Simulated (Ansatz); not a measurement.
Input file for Ansatz (a first-principles code): R-revPBE/def2-TZVPPD on C5H12 (a complex). Files ending in .json are basis or fitting sets from the Basis Set Exchange.

Ansatz 0.2 input:
```yaml
crystal:
  periodic: [false, false, false]
  atoms:
    - {symbol: C, position_ang: [0.64729091, -0.33917359, 0.27888668]}
    - {symbol: C, position_ang: [-0.54019352, 0.23663720, 0.16782548]}
    - {symbol: H, position_ang: [1.49451424, 0.18189544, 0.70759779]}
    - {symbol: H, position_ang: [0.82014564, -1.35622128, -0.05164623]}
    - {symbol: H, position_ang: [-1.38918549, -0.28459501, -0.25755980]}
    - {symbol: H, position_ang: [-0.71309671, 1.25336243, 0.49940167]}
    - {symbol: C, position_ang: [-1.19201278, -0.51012436, 3.96321754]}
    - {symbol: C, position_ang: [0.33246158, -0.45761465, 3.98721515]}
    - {symbol: C, position_ang: [0.87343726, 0.96583295, 3.88810250]}
    - {symbol: H, position_ang: [-1.55949986, -1.53455206, 4.04940577]}
    - {symbol: H, position_ang: [-1.61842644, 0.06846784, 4.78677370]}
    - {symbol: H, position_ang: [-1.57842325, -0.09536156, 3.02947545]}
    - {symbol: H, position_ang: [0.72579770, -1.05347196, 3.15917661]}
    - {symbol: H, position_ang: [0.70145730, -0.92457629, 4.90543464]}
    - {symbol: H, position_ang: [1.96520077, 0.98314391, 3.89579962]}
    - {symbol: H, position_ang: [0.53757395, 1.44636336, 2.96633359]}
    - {symbol: H, position_ang: [0.52463705, 1.57770159, 4.72386091]}
basis:
  gaussian:
    orbitals: def2-TZVPPD.json
hamiltonian:
  xc: {name: revPBE}
scf: {lower_state_search: off}
```

The head of its log:

```
WARN ansatz: RAYON_NUM_THREADS=1 ignored (pool sized by the plan → 1); use --threads N
Functional definition: revPBE
these checks for a lower state are left out or cut short: stability, starts, cluster_reference, orbital_swaps, neighbouring_geometries, increment
integrals: 0.37 GiB planned
1578 factors; their error is unknown
mean field: 1.81 GiB planned
mean field evaluation 1: about -5359.5026 eV, gradient 9.4e1 eV
mean field evaluation 2: about -5318.2212 eV, gradient 1.5e2 eV
```

Task: What total energy does the run end on?

Result: -197.7376 hartree.
